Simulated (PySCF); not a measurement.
# Ionisation energy of Hf³³⁺ by level of theory

Hf³³⁺ [Kr] 4d3 [4d3/2^3, M_J = 3/2] → Hf³⁴⁺ [Kr] 4d2 [4d3/2^2, M_J = 2], as a difference of total energies. All numbers are calculated (PySCF 2.14, the two-component X2C-1e Hamiltonian, in an even-tempered Gaussian basis (17 s from 3.3 bohr⁻², ratio 2.8; 14 p from 4.3 bohr⁻², ratio 2.8; 9 d from 4.3 bohr⁻², ratio 2.8; 3 f from 16 bohr⁻², ratio 3)). Correlated levels: [Ar] 3d10 frozen; the 92 highest virtual spinors dropped. "Screened" scales the spin-orbit matrix elements by Boettger's factors to mimic the two-electron term; Breit and QED terms are absent.

```
                    method  ionisation energy (eV)
           GHF (spin-free)                  1356.9
          GMP2 (spin-free)                  1357.0
 GHF (screened spin-orbit)                  1361.7
GMP2 (screened spin-orbit)                  1362.3
```

Breit and QED terms and the two-electron picture change are absent.

The spin-free rows relax to the high-spin LS determinant and lack the spin-orbit shift.

The labels give the starting determinants; with spin-orbit coupling the two ends relaxed to ⟨J²⟩ = 3.81, ⟨L²⟩ = 8.07, ⟨S²⟩ = 2.20 and ⟨J²⟩ = 6.03, ⟨L²⟩ = 10.29, ⟨S²⟩ = 1.58.

For comparison: 1362 ± 5 eV (theoretical estimate listed by NIST; NIST Atomic Spectra Database, ionization energies).
